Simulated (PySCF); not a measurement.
How methods differ on the ionisation energy of Zr

Zr [Kr] 4d2 5s2 (3F) → Zr⁺ [Kr] 4d2 5s1 (4F), as a difference of total energies. Computed with PySCF 2.14 in cc-pVTZ-PP with ECP28MDF, with a scalar-relativistic core potential. Correlated levels: valence: 4s2 4p6 frozen. The calculations carry no spin-orbit coupling.

```tsv
method	ionisation energy (eV)
UHF	5.184
MN15	6.861
r2SCAN	6.124
MP2 (valence)	6.088
SCS-MP2 (valence)	6.278
```

Errors of the correlated levels include the incompleteness of this basis and the frozen core.

MP2 underrates the near-degeneracy of ns² with np² in the lower species.

Question: Which method comes closest to the reference value, and which is furthest?

Answer: The reference is 6.639 eV (measured; NIST levels, between the centres of gravity of the two terms). Closest: MN15 (error 0.222 eV); furthest: UHF (error -1.455 eV).
